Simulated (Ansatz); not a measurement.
Isolated molecules relaxed with PBE0-D4/def2-TZVP in Ansatz; ΔE leaves out vibrations. CCSD(T)/CBS adds triple-zeta CCSD(T) − MP2 to the extrapolated MP2 energy (def2 sets, frozen cores). DFT in def2-TZVPP. B3LYP here is the variant with VWN-RPA as its local correlation; programs differ in this. Each species was taken in one conformer, which may not be the lowest.

Consider the ligand exchange at the Si–S bond: `B[SiH2]CS[SiH3]` + `OC(S)S` → `OC(S)S[SiH3]` + `B[SiH2]CS`.

Problem. Is it downhill or uphill in electronic energy at CCSD(T)/CBS, and by how much? (Estimate.)

Solution. The calculation gave: Downhill: ΔE = -4.6 kJ/mol.

Problem. What do these levels give: PBE-D4, B3LYP, HF/def2-TZVPP, MP2/def2-TZVPP, HF/def2-QZVPP, HF/CBS(def2)? (An estimate is asked.)

Solution. Computed: PBE-D4 -3.1, B3LYP -5.4, HF/def2-TZVPP -7.8, MP2/def2-TZVPP -5.9, HF/def2-QZVPP -7.8, HF/CBS(def2) -7.8 kJ/mol.

Largest T1 diagnostic among the species: 0.012.
